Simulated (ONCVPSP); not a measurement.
**Before and after: ONCV potential for S**

ONCVPSP 4.0.1 input, shortened (lines: element, Z, core and valence counts, functional; n l f; lmax; l rc ep ncon nbas qcut; lloc lpopt rc5 dvloc0; l nproj debl; icmod fcfact rcfact), PBE, scalar-relativistic:

```
  S 16.00    1    4        4      upf
    1    0    2.00
    2    0    2.00
    2    1    6.00
    3    0    2.00
    3    1    3.00
    1
    0    0.40    0.00    4    8   35.30
    1    0.70    0.00    4    8   15.90
    4    5    0.30    1.00
    0    2    1.40
    1    2    1.20
    3    3.50    1.05
```

All-electron outer shells of the reference configuration (PBE, scalar-relativistic, ld1.x):

| shell | level (eV) | outermost node (bohr) | outermost maximum (bohr) |
| --- | --- | --- | --- |
| 1s | -2417.92 | – | 0.06 |
| 2s | -223.45 | 0.13 | 0.39 |
| 2p | -168.27 | – | 0.33 |
| 3s | -27.63 | 0.60 | 1.39 |
| 3p | -16.80 | 0.58 | 1.55 |

Change: p: rc 0.62.

Cutoffs: the cutoffs (Ha) at which the residual kinetic energy of the hardest occupied pseudo-wave falls to 1 and 0.1 mHa per electron; they do not see the model core or the augmentation charge, which bear on the density cutoff. Errors are all-electron minus pseudo energies relative to the spin-unpolarised reference configuration.

Predict the effect on cutoff, ghosts and configuration errors.

The potential gets harder (272 Ha and 406 Ha → 463 Ha and 559 Ha); of the 4 tests that both files solve, the error grows in 0 and shrinks in 1 by more than 15 % and 0.3 meV (median size 1.1 → 1.0 meV); neither file shows a bound ghost. A smaller radius makes the pseudo-wave follow the all-electron one further in, where it bends more sharply, so more plane waves are needed.

```tsv
quantity	base	changed
cutoff, loose	272 Ha	463 Ha
cutoff, tight	406 Ha	559 Ha
loose cutoff by channel	s 272 Ha, p 144 Ha	s 272 Ha, p 463 Ha
bound ghosts	none	none
GHOST(+) flags under 300 eV	none	none
error for 2s2 2p6 3s2 3p4, meV [ΔE -11.77 eV]	0.0	-0.1
error for 2s2 2p6 3s2 3p2, meV [ΔE 22.28 eV]	+1.0	+1.0
error for 2s2 2p6 3s2 3p1, meV [ΔE 56.33 eV]	+5.3	+4.7
error for 2s2 2p6 3s1 3p5, meV [ΔE -1.46 eV]	+1.3	+1.0
s: phases at 0.40 bohr within 0.05 rad from the reference energy up to (Ha; the scan ends near 5)	to the end of the scan	to the end of the scan
rms error of d²Exc/dni dnj with the model core, mHa	2.59	2.55
```
